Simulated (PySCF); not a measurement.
CH3BF2S, SMILES FB(F)SC. Atoms are numbered in the order given.

```xyz
8

B      0.0777     0.8292     0.0000
F     -0.5761     1.9789     0.0000
F      1.4032     0.8639     0.0000
S     -0.8390    -0.7205     0.0000
C      0.5349    -1.9369     0.0000
H      1.1556    -1.8248    -0.8982
H      0.0713    -2.9318     0.0000
H      1.1556    -1.8248     0.8982
```

The structure is a stationary point at B3LYP-D3(BJ)/def2-SVP. The values are those of a single conformer.

All values below come from B3LYP-D3(BJ)/def2-SVP run with PySCF.

Frequencies are harmonic and unscaled.

Computed normal modes with their intensities:
```tsv
mode	ν (cm⁻¹)	IR (km/mol)	Raman (Å⁴/amu)	depolarisation	moving atoms (share of kinetic energy)
1	84	0.1	0.0	–	H 90 %
2	117	0.8	0.3	0.75	F 36 %, S 22 %, C 21 %, H 20 %
3	181	2.6	0.9	0.65	C 37 %, F 36 %, H 19 %
4	359	1.0	2.9	0.51	F 60 %, S 14 %, C 12 %, B 10 %
5	423	4.8	1.3	0.58	F 56 %, S 38 %
6	579	33.5	3.6	0.75	B 85 %, F 13 %
7	673	13.7	12.2	0.09	F 56 %, S 18 %, B 12 %, C 11 %
8	715	6.5	8.0	0.43	C 46 %, S 34 %, F 11 %
9	965	4.3	4.0	0.75	H 84 %, C 14 %
10	986	7.3	4.7	0.58	H 79 %, C 17 %
11	1246	467.9	0.1	0.67	B 69 %, F 24 %
12	1343	15.0	1.9	0.66	H 80 %, C 12 %
13	1422	242.3	0.8	0.75	B 67 %, F 23 %, H 10 %
14	1452	7.5	16.6	0.75	H 96 %
15	1456	26.1	12.0	0.75	H 88 %
16	3061	14.0	120.9	0.00	H 98 %
17	3171	2.5	58.2	0.75	H 90 %, C 10 %
18	3171	2.1	73.9	0.74	H 90 %, C 10 %
```
